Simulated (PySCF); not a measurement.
Compound: C5HClF (charge +1).
SMILES: `C#C[c+]1c(F)c1Cl`

Computed with MP2 and CCSD/aug-cc-pVDZ in PySCF, restricted Hartree–Fock reference, 11 core orbitals frozen, non-relativistic, gas phase, PBE0-D3(BJ)/def2-SVP geometry.

E(HF) = -748.45300 Eh.

Task: How large is the problem?

Result: 174 basis functions and 56 electrons; 11 orbitals frozen, which leaves o = 17 correlated occupied and v = 146 virtual orbitals. That is o·v = 2482 singles and o·v(o·v + 1)/2 = 3081403 distinct closed-shell doubles amplitudes before symmetry; the costliest CCSD step grows as o²v⁴ = 1.3 × 10^11.

Task: What are the MP2 and CCSD correlation energies?

Result: MP2 -0.9538 Eh and CCSD -0.9785 Eh, which gives totals of -749.40683 and -749.43150 Eh. That is 0.783 eV for each correlated electron at CCSD (2569 kJ/mol in all, 0.131 % of the total energy); MP2 gives 97.5 % of the CCSD value.

Task: What is the T1 diagnostic?

Result: 0.0155, below the customary warning level of 0.02. It is the norm of the spatial-orbital singles amplitudes over the root of the number of correlated electrons, so the norm is 0.090.

Connected triples and the basis-set limit are missing.

The job also held the EOM ionisation roots. Hardware: one thread, Arm Neoverse V1, no GPU, on a shared host. Cost: 13 min.
